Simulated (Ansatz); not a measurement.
Ideal-gas functions of `NB1C=N1` at 400 K and 1 bar, from an Ansatz frequency run at PBE0-D4/def2-TZVP.

Molar mass 53.86 g/mol, point group Cs (symmetry number 1), electronic degeneracy 1, moments of inertia 13.942, 79.465, 93.408 u Å². Harmonic wavenumbers (cm⁻¹, unscaled): 332, 415, 439, 551, 812, 867, 898, 1018, 1237, 1489, 1604, 1754, 3159, 3632, 3729.

Use S(trans) = R[1.5 ln M + 2.5 ln T − 1.1517]; rotational temperatures θ = 24.2544 K / I; S(rot) = R[ln(√π/σ · √(T³/θAθBθC)) + 1.5]; for each mode x = 1.438777 ν̃/T, S = R[x/(eˣ − 1) − ln(1 − e⁻ˣ)] and H = RT x/(eˣ − 1); 1 cm⁻¹ = 0.0119627 kJ/mol; R = 8.31446 J/(mol·K).

Question: By hand: the entropy, in J/(mol·K).

Answer: Translation 164.7. Rotation: θ = 1.7397, 0.3052, 0.2597 K, giving 100.2. Vibration, mode by mode: 7.32, 5.71, 5.33, 3.87, 1.84, 1.58, 1.44, 1.02, 0.54, 0.25, 0.18, 0.11, 0.00, 0.00, 0.00, in all 29.2. Electronic 0.0. Sum 294.1 J/(mol·K).

Question: By hand: H − E and G − E in kJ/mol, counted from the electronic energy.

Answer: Zero-point energy ½ × 21936 × 0.0119627 = 131.2; thermal vibration 7.7; translation, rotation and pV give 4 RT = 13.3. H − E = 152.2 kJ/mol, and G − E = 152.2 − 400 × 294.1/1000 = 34.6 kJ/mol.

Vibration gives 10 % of the entropy. The sum counts one conformer and one mirror image; others add a mixing term.
